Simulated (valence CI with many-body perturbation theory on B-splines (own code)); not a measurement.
# Hyperfine factors and g values of W⁵⁹⁺

Computed by relativistic CI+MBPT: five valence electrons over a frozen Dirac-Fock core [Ne], a basis of 11 s, 11 p, 10 d, 8 f, 5 g, 2 h functions for each j, with the one-electron correlation potential Σ1, the two-electron term Σ2, the three-electron term Σ3, Breit, model QED; selected CI, second order for the rest, scaled by the run's own slope (own B-spline code, finite nucleus).

The last digits are not significant, and no measured levels were compared; by estimate large intervals hold to a few tenths of a per cent, small ones and those within an open d or f shell to about a per cent. Among the levels kept, up to 3200 cm⁻¹ of a level comes from second order outside the variational space, and about a tenth of that is noise between levels of different J, which matters for small intervals.

A/g_I is the dipole constant over the nuclear g factor μ/I (μ in nuclear magnetons, uniformly magnetised nucleus), B/Q the quadrupole constant per barn. Both hold the static response of the core; the bare values leave it out. Large factors of s and p1/2 electrons are usually good to 5 to 10 %; those of open d and f shells near neutrality can be off by tens of per cent, and small factors of p3/2, d and f electrons come from cancelling terms and can be off by a factor of two or in sign, in half-filled shells by more. B is blank for J = 1/2, where it vanishes, and for nearly pure S terms. Energies count from the lowest level.

Levels are named by their leading jj configuration (3d3/2^4 stands for four electrons in 3d with j = 3/2), which in mixed levels can hold well under half, so a name can repeat and another be missing. Letters in brackets count levels of one name in rising energy.

| Level | E (× 10³ cm⁻¹) | g | A/g_I (MHz) | A/g_I bare | B/Q (MHz/b) | B/Q bare |
| --- | --- | --- | --- | --- | --- | --- |
| (3s^2 3p1/2^2 3p3/2) J=3/2 | 0.00 | 1.341 | 208000 | 208000 | 407000 | 402000 |
| (3s^2 3p1/2^2 3d3/2) J=3/2 | 1852.2 | 0.777 | 112000 | 115000 | 68100 | 70300 |
| (3s^2 3p1/2^2 3d5/2) J=5/2 | 2613.5 | 1.195 | 49000 | 51900 | 58600 | 61200 |
| (3s^2 3p1/2 3p3/2^2) J=3/2 | 2753.1 | 1.453 | -115000 | -110000 | 30300 | 29900 |
| (3s^2 3p1/2 3p3/2^2) J=5/2 | 2848.2 | 1.186 | 543000 | 535000 | -808 | -790 |
| (3s^2 3p1/2 3p3/2^2) J=1/2 | 2972.2 | 0.647 | 1860000 | 1830000 |  |  |
| (3s 3p1/2^2 3p3/2^2) J=5/2 | 4159.8 | 1.456 | 1220000 | 1200000 | 83500 | 82300 |
| (3s 3p1/2^2 3p3/2^2) J=3/2 | 4399.7 | 1.146 | -647000 | -629000 | -41000 | -40400 |
| (3s 3p1/2^2 3p3/2^2) J=1/2 | 4415.4 | 2.042 | 4950000 | 4850000 |  |  |
| (3s^2 3p1/2 3p3/2 3d3/2) J=5/2 [a] | 4584.6 | 0.956 | 406000 | 402000 | -41600 | -39600 |
| (3s^2 3p1/2 3p3/2 3d3/2) J=1/2 [a] | 4611.1 | 0.214 | 685000 | 678000 |  |  |
| (3s^2 3p1/2 3p3/2 3d3/2) J=3/2 [a] | 4613.1 | 0.902 | 406000 | 402000 | -250000 | -247000 |
| (3s^2 3p1/2 3p3/2 3d3/2) J=7/2 | 4683.9 | 1.021 | 402000 | 399000 | 450000 | 447000 |
| (3s^2 3p1/2 3p3/2 3d3/2) J=5/2 [b] | 4923.5 | 1.157 | 56200 | 59600 | 426000 | 421000 |
| (3s^2 3p1/2 3p3/2 3d3/2) J=1/2 [b] | 5005.8 | 1.662 | 1300000 | 1280000 |  |  |
| (3s^2 3p1/2 3p3/2 3d3/2) J=3/2 [b] | 5011.4 | 1.216 | -75200 | -68900 | 19200 | 17700 |
| (3s^2 3p1/2 3p3/2 3d5/2) J=7/2 [a] | 5242.3 | 1.301 | -86300 | -80900 | 455000 | 452000 |
| (3s^2 3p1/2 3p3/2 3d5/2) J=3/2 [a] | 5343.0 | 1.332 | -287000 | -277000 | -155000 | -152000 |
| (3s^2 3p1/2 3p3/2 3d5/2) J=9/2 | 5346.6 | 1.181 | 301000 | 299000 | 457000 | 454000 |
| (3s^2 3p1/2 3p3/2 3d5/2) J=5/2 [a] | 5371.4 | 1.116 | 388000 | 385000 | -299000 | -294000 |
| (3s^2 3p1/2 3p3/2 3d5/2) J=5/2 [b] | 5534.9 | 1.275 | -76800 | -71800 | 22300 | 23500 |
| (3s^2 3p1/2 3p3/2 3d5/2) J=7/2 [b] | 5545.0 | 1.122 | 345000 | 342000 | -3210 | -958 |
| (3s^2 3p1/2 3p3/2 3d5/2) J=3/2 [b] | 5614.9 | 0.931 | 556000 | 549000 | 43000 | 43200 |
| (3s^2 3p1/2 3p3/2 3d5/2) J=1/2 | 5646.0 | 1.225 | -565000 | -549000 |  |  |
| (3s^2 3p3/2^3) J=3/2 | 5740.0 | 1.303 | 219000 | 218000 | -436000 | -430000 |
| (3s 3p1/2^2 3p3/2 3d3/2) J=5/2 [a] | 5977.2 | 1.257 | 959000 | 944000 | 126000 | 124000 |
| (3s 3p1/2^2 3p3/2 3d3/2) J=3/2 [a] | 5994.6 | 1.252 | 512000 | 506000 | 5630 | 3970 |
| (3s 3p1/2^2 3p3/2 3d3/2) J=1/2 [a] | 6012.5 | 2.369 | 2900000 | 2850000 |  |  |
| (3s 3p1/2^2 3p3/2 3d3/2) J=7/2 | 6062.9 | 1.244 | 911000 | 897000 | 434000 | 431000 |
| (3s 3p1/2^2 3p3/2 3d3/2) J=3/2 [b] | 6211.1 | 1.004 | 485000 | 480000 | -215000 | -212000 |
| (3s 3p1/2^2 3p3/2 3d3/2) J=5/2 [b] | 6300.7 | 0.872 | -216000 | -207000 | 238000 | 237000 |
| (3s 3p1/2^2 3p3/2 3d3/2) J=1/2 [b] | 6336.5 | 0.554 | 944000 | 928000 |  |  |
| (3s^2 3p1/2 3d3/2^2) J=5/2 | 6550.6 | 0.784 | 321000 | 319000 | 94600 | 94100 |
| (3s 3p1/2^2 3p3/2 3d5/2) J=9/2 | 6638.5 | 1.345 | 714000 | 704000 | 451000 | 449000 |
| (3s 3p1/2^2 3p3/2 3d5/2) J=5/2 [a] | 6773.9 | 1.373 | 1050000 | 1040000 | -222000 | -218000 |
| (3s 3p1/2^2 3p3/2 3d5/2) J=7/2 [a] | 6834.9 | 1.260 | 490000 | 484000 | 222000 | 222000 |
| (3s 3p1/2^2 3p3/2 3d5/2) J=3/2 [a] | 6846.7 | 1.098 | -511000 | -495000 | -192000 | -190000 |
| (3s^2 3p1/2 3d3/2^2) J=1/2 | 6890.9 | 0.633 | 1850000 | 1810000 |  |  |
| (3s^2 3p1/2 3d3/2^2) J=3/2 | 6930.4 | 0.811 | -309000 | -298000 | -53700 | -52600 |
| (3s 3p1/2^2 3p3/2 3d5/2) J=7/2 [b] | 6972.8 | 1.175 | -110000 | -103000 | 241000 | 241000 |

(1) Take the isotope of mass number 183, with I = 1/2, μ = 0.11739 μN. What is the hyperfine structure of (3s 3p1/2^2 3p3/2^2) J=3/2?

Results:

(1) From the table A = -152000 MHz. Shifts from the centre of gravity in MHz: F = 1: 190000, F = 2: -114000.
